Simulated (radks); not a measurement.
The numbers below are computed, except where a source is named.
Task: The mean radii <r> (bohr) of the occupied orbitals of an atom or ion are listed with their occupations. Code: a radial shooting solver on a logarithmic mesh with Libxc functionals. Model: scalar-relativistic Kohn-Sham, Wu-Cohen GGA, spin-polarised, spherical densities, finite nucleus; Fermi nuclear charge, rms radius of each element as measured or else 0.836 A^(1/3) + 0.57 fm.

| orbital | occ. | <r> |
|---|---|---|
| 1s up | 1 | 0.02723 |
| 1s down | 1 | 0.02723 |
| 2s up | 1 | 0.1172 |
| 2s down | 1 | 0.1172 |
| 2p up | 3 | 0.1025 |
| 2p down | 3 | 0.1025 |
| 3s up | 1 | 0.3142 |
| 3s down | 1 | 0.3142 |
| 3p up | 3 | 0.3122 |
| 3p down | 3 | 0.3122 |
| 3d up | 5 | 0.2887 |
| 3d down | 5 | 0.2887 |
| 4s up | 1 | 0.7399 |
| 4s down | 1 | 0.7398 |
| 4p up | 3 | 0.7921 |
| 4p down | 3 | 0.7917 |
| 4d up | 5 | 0.9223 |
| 4d down | 5 | 0.9191 |
| 5s up | 1 | 1.921 |
| 5s down | 1 | 1.914 |
| 5p up | 3 | 2.308 |
| 5p down | 1 | 2.324 |

Name the element and its charge. Open shells, if any, are filled with parallel spins first.

Result: Z = 53, iodine, charge +1: I+ in [Kr] 4d10 5s2 5p4. The 1s radius gives Z: for a bare nucleus <r> = (2 gamma + 1)/(2Z) with gamma = sqrt(1 - (Z/c)^2), 0.02683 bohr for Z = 53, and screening makes it slightly larger (0.02723 here). The occupations add up to 52, and the charge is Z minus that.
